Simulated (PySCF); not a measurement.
silanone (H$_{2}$OSi), singlet, geometry from GFN2-xTB; MP2/6-31G* in PySCF.

PySCF was given this input:
```python
from pyscf import gto, scf, mp

mol = gto.M(
    atom='''
Si    0.06685327   -0.42675674    0.00274181
O    -0.16591088    1.05908930   -0.00680439
H    -0.98465592   -1.43401683   -0.00031696
H     1.37599714   -1.06410322    0.01636676
''',
    basis='6-31g*',
    verbose=4,
)

mf = scf.RHF(mol)
mf.kernel()

pt = mp.MP2(mf, frozen=6)
pt.kernel()
print('E(MP2) = %.10f' % pt.e_tot)
```

Output, abridged:

```
PySCF version 2.14.0

[INPUT] verbose = 4
[INPUT] num. atoms = 4
[INPUT] num. electrons = 24
[INPUT] charge = 0
[INPUT] spin (= nelec alpha-beta = 2S) = 0
[INPUT] symmetry False subgroup None
[INPUT] Mole.unit = angstrom
[INPUT] Symbol           X                Y                Z      unit          X                Y                Z       unit  Magmom
[INPUT]  1 Si     0.066853270000  -0.426756740000   0.002741810000 AA    0.126334370832  -0.806453360412   0.005181269986 Bohr   0.0
[INPUT]  2 O     -0.165910880000   1.059089300000  -0.006804390000 AA   -0.313526124286   2.001388718457  -0.012858433545 Bohr   0.0
[INPUT]  3 H     -0.984655920000  -1.434016830000  -0.000316960000 AA   -1.860730015732  -2.709899066717  -0.000598967592 Bohr   0.0
[INPUT]  4 H      1.375997140000  -1.064103220000   0.016366760000 AA    2.600257742785  -2.010863654068   0.030928693946 Bohr   0.0

nuclear repulsion = 53.0306092300045
number of shells = 18
number of NR pGTOs = 86
number of NR cGTOs = 36
basis = 6-31g*
ecp = {}

******** <class 'pyscf.scf.hf.RHF'> ********
method = RHF
initial guess = minao
damping factor = 0
level_shift factor = 0
DIIS = <class 'pyscf.scf.diis.CDIIS'>
diis_start_cycle = 1
diis_space = 8
diis_damp = 0
SCF conv_tol = 1e-09
SCF conv_tol_grad = None
SCF max_cycles = 50
direct_scf = True
direct_scf_tol = 1e-13
Set gradient conv threshold to 3.16228e-05
Initial guess from minao.
init E= -364.767270862619
  HOMO = -0.368280233985599  LUMO = -0.0308565070308355  gap/eV = 9.18177
cycle= 1 E= -364.772676142433  delta_E= -0.00541  |g|= 0.756  |ddm|= 1.76
  HOMO = -0.276462974678561  LUMO = 0.0442702694512618  gap/eV = 8.72760
cycle= 2 E= -364.80285569575  delta_E= -0.0302  |g|= 0.732  |ddm|= 1.16
  HOMO = -0.440117236424041  LUMO = 0.0400455908085182  gap/eV = 13.06590
cycle= 3 E= -364.911513053365  delta_E= -0.109  |g|= 0.0395  |ddm|= 0.562
  HOMO = -0.435848309336946  LUMO = 0.0547722494361866  gap/eV = 13.35047
cycle= 4 E= -364.912296414474  delta_E= -0.000783  |g|= 0.00934  |ddm|= 0.0653
  HOMO = -0.437957394519219  LUMO = 0.0537210721029107  gap/eV = 13.37925
cycle= 5 E= -364.912360372277  delta_E= -6.4e-05  |g|= 0.0036  |ddm|= 0.0185
  HOMO = -0.438453197607129  LUMO = 0.0538293865517714  gap/eV = 13.39569
cycle= 6 E= -364.912375107224  delta_E= -1.47e-05  |g|= 0.00148  |ddm|= 0.00978
  HOMO = -0.439003682984673  LUMO = 0.0540229479428684  gap/eV = 13.41594
cycle= 7 E= -364.91237758559  delta_E= -2.48e-06  |g|= 0.000323  |ddm|= 0.00479
  HOMO = -0.439107766615265  LUMO = 0.0540462984662744  gap/eV = 13.41941
cycle= 8 E= -364.91237767043  delta_E= -8.48e-08  |g|= 3.68e-05  |ddm|= 0.000949
  HOMO = -0.43912493709958  LUMO = 0.0540433720698461  gap/eV = 13.41979
cycle= 9 E= -364.912377671659  delta_E= -1.23e-09  |g|= 9.83e-06  |ddm|= 0.000112
  HOMO = -0.43912634208929  LUMO = 0.0540440786309704  gap/eV = 13.41985
cycle= 10 E= -364.912377671741  delta_E= -8.16e-11  |g|= 2.15e-06  |ddm|= 2.88e-05
  HOMO = -0.43912664575538  LUMO = 0.0540440554272958  gap/eV = 13.41986
Extra cycle  E= -364.912377671743  delta_E= -2.9e-12  |g|= 1.03e-06  |ddm|= 3.85e-06
converged SCF energy = -364.912377671743

******** <class 'pyscf.mp.mp2.RMP2'> ********
nocc = 6, nmo = 30
frozen orbitals 6
E(RMP2) = -365.176973588213  E_corr = -0.264595916470038
E(SCS-RMP2) = -365.172078395502  E_corr = -0.259700723758437
E_corr(same-spin) = -0.0667088953910877
E_corr(oppo-spin) = -0.197887021078951
E(MP2) = -365.1769735882
```
